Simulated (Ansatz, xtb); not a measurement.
**C5H4OS2: which of two isomers lies lower**

Structure a is `O=C1C=CSC(S)=C1`, a singlet and structure b is `O=C1C=CSC(=S)C1`, a singlet. Both are isolated molecules in the gas phase, relaxed with PBE0-D3(BJ)/def2-SVP; the shapes shown needn't be the lowest conformers.

a (Å):

```xyz
12

C    -1.3617   -0.9776    2.6536
C    -1.9053    0.1652    1.9038
C    -1.2208    1.2810    1.5908
C     0.8727    0.1583    2.8645
C     0.0341   -0.8838    3.0879
O    -2.0445   -1.9586    2.9013
S     0.4278    1.6033    2.0013
S     2.5294    0.1120    3.4597
H    -2.9480    0.0693    1.5912
H    -1.6758    2.1022    1.0293
H     2.9003    1.3198    2.9812
H     0.4010   -1.7532    3.6411
```

b (Å):

```xyz
12

C    -1.2525   -0.1294    3.2200
C    -1.6031    0.8648    2.1997
C    -0.7295    1.3347    1.2902
C     1.2496   -0.1670    2.4725
C     0.0621   -0.8793    3.0436
O    -1.9946   -0.4096    4.1330
S     0.9679    0.9659    1.1622
S     2.7851   -0.4551    2.9204
H    -2.6266    1.2459    2.2267
H    -1.0366    2.0828    0.5520
H    -0.1755   -1.7006    2.3375
H     0.3365   -1.3486    3.9973
```

Problem. Estimate E(b) − E(a) at the level CCSD(T)/def2-SVP + ΔMP2/def2-TZVPP.

Solution. CCSD(T)/def2-SVP + ΔMP2/def2-TZVPP gives E(b) − E(a) = +15.2 kJ/mol, favouring structure a, but this leans on the basis-set step: CCSD(T) alone gives +1.4 kJ/mol.

How the difference moves with the method:

```tsv
level	geometry	E(b) − E(a) (kJ/mol)	departure from the last row (kJ/mol)	job, with rough time for the two
GFN2-xTB	GFN2-xTB	+9.8	−5.3	optimisation, 0.16 s
HF/STO-3G	GFN2-xTB	+27.6	+12.5	single point, 0.68 s
r2SCAN-D4/def2-SVP	GFN2-xTB	+9.2	−5.9	single point, 8.1 s
PBE0-D3(BJ)/def2-SVP	PBE0-D3(BJ)/def2-SVP	+10.4	−4.8	optimisation, 65 s
HF/def2-SVP	PBE0-D3(BJ)/def2-SVP	+13.8	−1.3	part of the CCSD(T) run
MP2/def2-SVP	PBE0-D3(BJ)/def2-SVP	+4.1	−11.1	part of the CCSD(T) run
CCSD(T)/def2-SVP	PBE0-D3(BJ)/def2-SVP	+1.4	−13.7	single point
CCSD(T)/def2-SVP + ΔMP2/def2-TZVPP	PBE0-D3(BJ)/def2-SVP	+15.2		single point, 2.4 min
```

As drawn, b has 1 C–C, 1 C=S, 1 C–H in place of 1 C=C, 1 C–S, 1 S–H.

CCSD(T)/def2-SVP finds them nearly level. The largest departure from CCSD(T)/def2-SVP + ΔMP2/def2-TZVPP is that of CCSD(T)/def2-SVP, 13.7 kJ/mol. The last row adds to CCSD(T) the change of the MP2 difference between the two basis sets, here +13.7 kJ/mol, a large step that makes the value less sure.

With thermal terms from frequencies at re-optimised GFN2-xTB minima (ideal gas, soft modes damped towards free rotors, one conformer each, 298.15 K, 1 atm): on the last row, ΔE + ΔZPE = +23.0, ΔH = +22.1, ΔG = +22.8 kJ/mol.

The correlated steps freeze 16 core orbitals. Run with Ansatz 0.2.0, xtb 6.7.1; the last row on 2 threads of Arm Neoverse V2 on a shared host.
